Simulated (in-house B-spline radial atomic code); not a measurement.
## One electron outside the [Xe] 4f14 core: Ir IX (Ir8+)

Computed with an all-electron radial atomic-structure program (B-spline basis), no-pair Dirac-Coulomb Hamiltonian, finite nucleus. Rungs: frozen-core Dirac-Hartree-Fock (DHF); Brueckner orbitals from the second-order correlation potential; the same with the Coulomb interaction screened by the core and the hole-particle interaction summed; Breit and QED terms from differences of relaxed Dirac-Fock atoms, where computed. Partial waves beyond l = 6 are extrapolated. The tables show a selection of states; those near core-excited levels, with erratic corrections or far from their DHF start are never shown.

Command:
```bash
python run_mb.py task.json out
```
Settings (nuclear radius in fm, box in bohr, cutoff in hartree):
```
basis_form          2
Z                   77
core_configuration  [Xe] 4f14
rms_radius          5.4032
mass_number         193
speed_of_light      137.036
box_radius          32.222
lmax                6
intervals           66
virtual_cutoff      11858.0
```

Time taken, with all properties: 6.2 min on 1 thread of Intel(R) Xeon(R) Platinum 8259CL CPU @ 2.50GHz (shared host).

Removal energies (eV):

```
state      DHF  second order  screened  Breit + QED    final
5d3/2  121.331       123.461   123.179      -0.0267  123.153
5d5/2  119.399             ?         ?            ?        ?
6s1/2  97.3666             ?         ?            ?        ?
6p1/2  85.6001       87.3083   86.9627      -0.0863  86.8763
6p3/2  81.6587       83.1275   82.8194      -0.0471  82.7723
```

Question: What does correlation do to 6s1/2?

Answer: It adds 1.989 eV to the removal energy in second order and 1.541 eV with screening; Breit and QED add -0.115 eV, for a final 98.7931 eV.

Question: What does correlation do to 5d5/2?

Answer: It adds 1.985 eV to the removal energy in second order and 1.74 eV with screening; Breit and QED add 0.00554 eV, for a final 121.144 eV.

Question: How does the lowest state compare with the NIST ionisation energy?

Answer: 5d3/2 is bound by 123.2 eV, without recoil; NIST lists 122.7 ± 0.9 eV (semi-empirical), a difference of +0.45 eV.

Magnetic hyperfine constants per unit nuclear g factor (MHz, nucleus as a uniformly magnetised ball; they apply to isotopes with nuclear spin):

```tsv
state	DHF	+ core polarisation	+ Brueckner
6s1/2	72540	79830	83040
6p1/2	19470	21400	22870
6p3/2	2036	2663	2830
```

Question: What is the static scalar polarisability of 5d3/2?

Answer: 1.483 bohr³: 1.222 from the core and 0.2605 from the valence electron, Pauli blocking included.
